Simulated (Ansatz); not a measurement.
Computed with Ansatz on PBE0-D4/def2-TZVP structures; ΔE is electronic, products minus reactants. CBS: MP2 limit from def2 TZ/QZ plus the TZ coupled-cluster correction, frozen cores. This one scheme is used for every species, atoms too. DFT in def2-TZVPP. No spin–orbit coupling; open shells (•) take unrestricted orbitals. Spin–orbit coupling would lower the free atoms: a little for C, O, Si; strongly for In. def2 core potentials past Kr. For In outer-core shells are correlated without core-valence functions, so the limit isn't a true one: a few kJ/mol of doubt a bond, and 10 to 20 or more in all where bonds break to atoms. Each species was taken in one conformer, which may not be the lowest.

`O=C[SiH2][CH2][InH2]` → 2 C• + 7 H• + In• + O• + Si•  (atomization)

`O=C[SiH2][CH2][InH2]`:

```xyz
12

O    -2.536   -1.101    1.257
C    -1.411   -1.305    1.638
Si    0.133   -0.552    0.761
C    -0.329    0.485   -0.695
In    1.364    1.361   -1.715
H    -1.250   -1.954    2.535
H     0.868    0.222    1.805
H     1.003   -1.706    0.387
H    -0.986    1.292   -0.356
H    -0.882   -0.135   -1.406
H     1.932    2.906   -1.202
H     2.094    0.488   -3.010
```

Problem. What is ΔE at CCSD(T)/CBS? (Estimate.)

Solution. Ansatz gave: +946.8 kcal/mol.

Problem. What do these levels give: r2SCAN-D4, PBE0-D4, ωB97X-V, PBE, r2SCAN, HF/def2-TZVPP, SCS-MP2/def2-TZVPP, CCSD/def2-TZVPP, CCSD(T)/def2-TZVPP, HF/def2-QZVPP, MP2/CBS(def2), CCSD/CBS(def2)? (Estimate.)

Solution. Computed: r2SCAN-D4 946.7, PBE0-D4 941.4, ωB97X-V 951.1, PBE 950.8, r2SCAN 945.1, HF/def2-TZVPP 679.0, SCS-MP2/def2-TZVPP 929.0, CCSD/def2-TZVPP 908.3, CCSD(T)/def2-TZVPP 923.1, HF/def2-QZVPP 680.6, MP2/CBS(def2) 954.0, CCSD/CBS(def2) 932.0 kcal/mol.

Largest T1 diagnostic among the species: 0.015.

In def2-TZVPP, CCSD(T) changes the Hartree–Fock value by +244.1 kcal/mol (the triples alone add +14.8 kcal/mol) and MP2 by +251.3 kcal/mol; breaking electron pairs costs correlation energy, which Hartree–Fock lacks. The D4 term adds +10.1 kcal/mol with B3LYP and +5.4 kcal/mol with PBE0; it sums over pairs of atoms, weighted by their polarisabilities, and B3LYP, whose exchange is more repulsive, gets the larger term.

B3LYP here is the variant with VWN-RPA as its local correlation; programs differ in this.

For atomizations the MP2-based limit and the directly extrapolated one differ by several kJ/mol either way, and by 10 to 25 for some Ge, Se and Sn compounds, so smaller differences from it don't rank the levels.
